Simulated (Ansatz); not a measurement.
FH3OSiSn, SMILES `[F][Sn][O][SiH3]`, relaxed with RKS PBE-D4/def2-SVP in the Gaussian-basis code of Ansatz from a rough embedded geometry. The force threshold is 0.03 eV/Å; the program also tests the step.

The species carries charge 0 and has multiplicity 1. Sn takes the def2 core potential.

Start:

```xyz
7

F     0.151    2.144    1.828
Sn   -0.609    1.975    0.083
O    -1.241    0.134   -0.177
Si    0.085   -0.869   -0.412
H     0.902   -0.369   -1.564
H     0.985   -0.763    0.830
H    -0.274   -2.251   -0.588
```

By how much does the energy fall, and how many steps does the optimiser take? (An estimate is asked.)

The calculation gave: 15.19 kcal/mol, in 22 steps, 2 of them rejected.

Which bonds change most? (Best estimate.)

Computed: F1–Sn2 from 1.910 to 1.986 Å; Si4–H7 from 1.438 to 1.505 Å; Sn2–O3 from 1.964 to 2.016 Å; Si4–H6 from 1.538 to 1.506 Å.

Give the relaxed structure. (Estimate.)

Computed: 
```xyz
7

F     0.658    2.127    1.000
Sn   -1.273    2.078    0.538
O    -1.168    0.201   -0.190
Si    0.150   -0.844   -0.304
H     1.233   -0.281   -1.186
H     0.738   -1.149    1.049
H    -0.338   -2.133   -0.908
```
